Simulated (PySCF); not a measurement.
## Working out the excitation energy of Ge⁺

Ge⁺ [Ar] 3d10 4s2 4p1 (2P) → Ge⁺ [Ar] 3d10 4s1 4p1 5s1 (4P). Computed with PySCF 2.14 in aug-cc-pVDZ-PP with ECP10MDF (5s4p3d, 32 functions), with scalar relativity through the core potential. Frozen: 3s2 3p6 3d10. Energies in hartree (1 hartree = 27.21139 eV):

```json
{"part": "UHF", "Ge⁺ (lower)": "-293.069413", "Ge⁺ (upper)": "-292.569659"}
{"part": "MP2 opposite-spin", "Ge⁺ (lower)": "-0.029054", "Ge⁺ (upper)": "0.000000"}
{"part": "MP2 same-spin", "Ge⁺ (lower)": "-0.002134", "Ge⁺ (upper)": "-0.006375"}
```

Problem. What does Hartree-Fock give?

Solution. (-292.569659) − (-293.069413) = 0.499754 hartree = 13.599 eV.

Problem. What do MP2 and SCS-MP2 (6/5 opposite-spin, 1/3 same-spin) give?

Solution. The opposite-spin parts differ by 0.791 eV and the same-spin parts by -0.115 eV. MP2: 13.599 + (0.791) + (-0.115) = 14.275 eV. SCS-MP2: 13.599 + 1.2 × (0.791) + (-0.115)/3 = 14.510 eV.

A double-zeta basis recovers only part of the correlation energy.
